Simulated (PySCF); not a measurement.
# Spin states of TlN

Unrestricted PBE0; Tl cc-pVTZ-PP with ECP60, N cc-pVTZ; scalar-relativistic core potentials (PySCF 2.14). Outer shells of the fragments: Tl 5d10 6s2 6p1; N 2s2 2p3.

Followed along the bond (rough minima from three points):

| 2Ms+1 | unpaired | ⟨S²⟩ at the start | R at minimum (Å) | Te (eV) |
| --- | --- | --- | --- | --- |
| 3 | π ↑↑ | 2.01 | 2.31 | 0.00 |
| 3 | σ ↑, π ↑ | 2.03 | 2.16 | 0.26 |
| 1 | π ↑↓ | 1.00 | 2.30 | 0.53 |
| 1 | σ ↓, π ↑ | 1.01 | 2.13 | 0.71 |
| 5 | σ ↑, π ↑↑↑ | 6.01 | none in the scan | ≤ 1.88 |

Solutions found at the starting distance of 2.085 Å, counted from the lowest of them; the search is not exhaustive and high or unbound solutions are not listed, so other states can lie among these:

```csv
2Ms+1,unpaired,term,E (eV),⟨S²⟩,⟨Lz²⟩,μ (D)
3,π ↑↑,³Σ⁻,0.00,2.01,0.00,-1.84
3,"σ ↑, π ↑",³Π,0.03,2.03,1.02,-3.28
1,"σ ↓, π ↑",mixed,0.46,1.01,1.03,-3.44
1,π ↑↓,mixed,0.52,1.00,2.01,-1.85
1,none,¹Σ⁺,1.79,0.00,0.00,-4.88
1,none,mixed,2.07,0.00,2.00,-1.75
5,"σ ↑, π ↑↑↑",⁵Π,2.31,6.01,1.00,0.48
3,"σ ↓, π ↑↑↑",mixed,3.22,3.02,1.00,0.31
1,"σ ↑, π ↑↓↓",mixed,3.44,2.02,3.01,0.49
3,π ↑↑,mixed,4.00,2.01,2.01,-1.74
5,"σ ↑↑, π ↑↑",⁵Σ⁻,4.20,6.01,0.00,1.23
3,π ↑↑,mixed,4.21,2.00,2.01,-1.69
5,"σ ↑↑, π ↑↑",mixed,6.20,6.01,2.01,-2.30
5,"σ ↑↑, π ↑↑",mixed,6.48,6.01,2.01,-2.39
```

A term symbol is given only where ⟨S²⟩ and ⟨Lz²⟩ are close to those of a pure state; real π, δ and φ orbitals otherwise mix terms. A positive dipole means Tl(−)N(+).

Compare the gap between the two lowest followed solutions at the starting distance with the gap between their minima.

At PBE0 the second solution (triplet, unpaired electrons σ ↑, π ↑) lies +0.03 eV from the first (triplet, unpaired electrons π ↑↑) at 2.085 Å and +0.26 eV at the minima; the two curves relax by different amounts, since their minima lie near 2.16 and 2.31 Å.

Spin–orbit coupling is left out, which matters for elements this heavy, above all for dissociation energies.
